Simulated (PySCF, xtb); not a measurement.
B(Cl)(Et)(OH) (C₂H₆BClO), SMILES CCB(O)Cl.

xtb with GFN2-xTB at its own geometry gives an orbital gap of 5.53 eV and a dipole moment of 1.43 D.

Geometry: PBE0-D3(BJ)/def2-SVP. This is a generated structure with no PubChem entry under its InChIKey; it may be hypothetical. One conformer was computed; it need not be the lowest.

Problem. What does PySCF with ωB97X/def2-TZVP give? (The exact figures need the calculation; the answer reports its results.)

Solution. gap 13.60 eV (levels -11.25 and 2.35 eV), dipole 0.62 D.
